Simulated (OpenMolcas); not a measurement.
**Ni2+, Pd2+, Pt2+: d⁸ down the group**

```yaml
Program: OpenMolcas
Method: CASSCF
Basis: ANO-R3
Scalar_Hamiltonian: X2C, finite nucleus
Spin-orbit_coupling: state interaction with AMFI integrals over the reference wave functions, term energies averaged over their components
```

Active space for each ion: 8 electrons in 5 orbitals (d).

Computed levels in cm-1 above ³F₄:

| Level | Ni2+ | Pd2+ | Pt2+ |
| --- | --- | --- | --- |
| ³F₃ | 1358 | 3150 | 10041 |
| ³P₂ | 20768 | 17800 | 17733 |
| ³P₁ | 21158 | 17443 | 23012 |
| ³P₀ | 21430 | 17770 | 21097 |
| ¹G₄ | 26579 | 21517 | 25973 |
| ¹S₀ | 64026 | 50299 | 55488 |
| weight of ³F in the lowest level (%) | 100 | 99 | 97 |

Mixed levels, with the weight of the term that names them: Pd2+ ³P₂ (57 %), Pt2+ ³P₂ (54 %).

Measured, with the error of the calculation in %. Measured levels: Ni2+ from Corliss and Sugar, J. Phys. Chem. Ref. Data 10, 197 (1981); Pd2+ from Moore, Atomic Energy Levels, vol. III, NSRDS-NBS 35 (1971 reprint of NBS Circular 467, 1958); Pt2+ from NIST levels as listed in McCann et al., Mon. Not. R. Astron. Soc. 538, 537 (2025).

```csv
Level,Ni2+,Pd2+,Pt2+
³F₃,1361 (-0.2),3230 (-2.5),9752 (+3.0)
³P₂,16662 (+24.6),14634 (+21.6),
³P₁,16978 (+24.6),13470 (+29.5),16782 (+37.1)
³P₀,17231 (+24.4),13699 (+29.7),14939 (+41.2)
¹G₄,23109 (+15.0),17880 (+20.3),21331 (+21.8)
¹S₀,52532 (+21.9),,
```

The fine-structure level ³F₃ changes by a factor of 7.39 from Ni2+ to Pt2+.

Without spin-orbit coupling ³P lies 19800, 14293, 12970 cm-1 above ³F in that order; the difference to the level ³P₂, of either sign, comes from spin-orbit coupling, which also lowers the zero.

Without dynamic correlation excited terms often stand tens of per cent too high (terms of higher spin than the ground term too low), and those without a measured partner can miss by more than the paired ones. Levels of configurations with an s electron are missing; early in the row they begin among the upper levels of the d shell and mix with terms of their name (holds for Pd2+). Configurations with an s electron lie low in 5d ions of this charge, fall among these levels and mix in, so low-spin terms can stand far too high, up to twice their true height, and weights are not those of the real levels (holds for Pt2+). Measured partners are found by configuration, term and J. A level has none where our copy of the source lacks it or the pairing is in doubt (some pairs that miss far off the trend of their configuration count as doubtful), and it then counts in no deviation. Only configurations of the active space appear.
